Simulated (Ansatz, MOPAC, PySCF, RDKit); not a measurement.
Complex: SiH4 (SMILES [SiH4]) (first 5 atoms) with PH3 (SMILES P); geometry from B3LYP-D3(BJ)/def2-TZVP, rigid monomers moved along the line of their centres of mass till Si1···P6 is 4.73 Å.
(charge 0, multiplicity 1):
```xyz
9

Si    -0.133     0.052     0.165
H     -1.495    -0.354     0.580
H     -0.065     0.103    -1.313
H      0.852    -0.930     0.669
H      0.174     1.390     0.718
P     -0.354    -0.111     4.890
H      0.819     0.258     4.183
H     -0.591    -1.245     4.071
H     -1.189     0.730     4.111
```

Interaction energies are E(AB) − E(A) − E(B) at the monomers' geometry in the complex; basis-set methods are counterpoise corrected. RDKit's UFF carries no charges.

Cores are frozen in the correlated methods. The state that PM6 reach isn't checked.

Programs: Ansatz (a first-principles code) with Gaussian orbitals; MOPAC for PM6 (differences of heats of formation); PySCF for the dispersion terms; RDKit for the force fields. Values without a source in brackets are computed.

```csv
level,interaction energy (kJ/mol)
UFF,-3.3
PM6,-1.7
HF/aug-cc-pV(D+d)Z,0.4
PBE/def2-TZVPPD,-1.3
PBE-D4/def2-TZVPPD,…
r2SCAN-D4/def2-TZVPPD,-2.9
wB97X-V/def2-TZVPPD,-2.8
MP2/aug-cc-pV(D+d)Z,-2.5
CCSD(T)/aug-cc-pV(D+d)Z,-2.5
```

Problem. What belongs in the gaps?

Solution. 
- PBE-D4/def2-TZVPPD, interaction energy (kJ/mol): -3.9
